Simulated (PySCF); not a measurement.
Stepwise substitution at one centre (Sn F-OH). Gas-phase values, no solvent. One relaxed conformer stands for each flexible species; it need not be the lowest. Strings in code marks are SMILES.

The LUMO from two functionals at the same geometries (B3LYP-D3(BJ)/def2-TZVP), both in PySCF: PBE-D3(BJ)/def2-TZVP and B3LYP-D3(BJ)/def2-TZVP. B3LYP has the VWN-RPA correlation part, as in Gaussian. 

| species | PBE-D3(BJ)/def2-TZVP (eV) |
|---|---|
| 0 of 4 F replaced by OH (`[F][Sn]([F])([F])[F]`) | -4.77 |
| 1 of 4 F replaced by OH (`[F][Sn]([F])([F])[OH]`) | -4.17 |
| 2 of 4 F replaced by OH (`[OH][Sn]([F])([F])[OH]` (H–O–Sn–F torsion -96°, F–Sn–O–H torsion 20°)) | -3.63 |
| 4 of 4 F replaced by OH | -2.74 |

Question: What does B3LYP-D3(BJ)/def2-TZVP give for each?

Answer: 
- 0 of 4 F replaced by OH (`[F][Sn]([F])([F])[F]`): -4.18
- 1 of 4 F replaced by OH (`[F][Sn]([F])([F])[OH]`): -3.58
- 2 of 4 F replaced by OH (`[OH][Sn]([F])([F])[OH]` (H–O–Sn–F torsion -96°, F–Sn–O–H torsion 20°)): -3.03
- 4 of 4 F replaced by OH: -2.14
Over these rows, drawn at random from the members with no instability flagged (it was tested for open shells, ions and some series alone), PBE minus B3LYP-D3(BJ): mean -0.59 eV, from -0.60 eV to -0.59 eV.
